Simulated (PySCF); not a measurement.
Br₂ClSb. Atoms are numbered in the order given.

```xyz
4

Sb     0.6829    -0.4503     0.0000
Cl    -0.8683    -2.2518     0.0000
Br    -0.2866     0.8750     1.9212
Br    -0.2866     0.8750    -1.9212
```
Charge 0, spin multiplicity 1.

Coordinates come from a r2SCAN-D4/def2-SVP optimisation. The structure was generated by enumeration; whether it is a known compound was not checked. The def2 effective core potentials stand for the cores of Sb; spin–orbit coupling is left out.

Method: r2SCAN-D4/def2-SVP (PySCF).

Frequencies are harmonic and unscaled.

Computed vibrational spectrum:
```json
[
 {"mode": "1", "ν (cm⁻¹)": "77", "IR (km/mol)": "0.4", "Raman (Å⁴/amu)": "4.0", "depolarisation": "0.72", "moving atoms (share of kinetic energy)": "Br 78 %, Sb 14 %, Cl 8 %"},
 {"mode": "2", "ν (cm⁻¹)": "96", "IR (km/mol)": "0.9", "Raman (Å⁴/amu)": "4.0", "depolarisation": "0.75", "moving atoms (share of kinetic energy)": "Cl 64 %, Br 29 %"},
 {"mode": "3", "ν (cm⁻¹)": "116", "IR (km/mol)": "2.3", "Raman (Å⁴/amu)": "4.6", "depolarisation": "0.50", "moving atoms (share of kinetic energy)": "Cl 43 %, Br 30 %, Sb 27 %"},
 {"mode": "4", "ν (cm⁻¹)": "249", "IR (km/mol)": "48.5", "Raman (Å⁴/amu)": "5.5", "depolarisation": "0.75", "moving atoms (share of kinetic energy)": "Br 55 %, Sb 45 %"},
 {"mode": "5", "ν (cm⁻¹)": "253", "IR (km/mol)": "23.2", "Raman (Å⁴/amu)": "11.4", "depolarisation": "0.10", "moving atoms (share of kinetic energy)": "Br 60 %, Sb 40 %"},
 {"mode": "6", "ν (cm⁻¹)": "363", "IR (km/mol)": "51.6", "Raman (Å⁴/amu)": "13.3", "depolarisation": "0.22", "moving atoms (share of kinetic energy)": "Cl 77 %, Sb 23 %"}
]
```
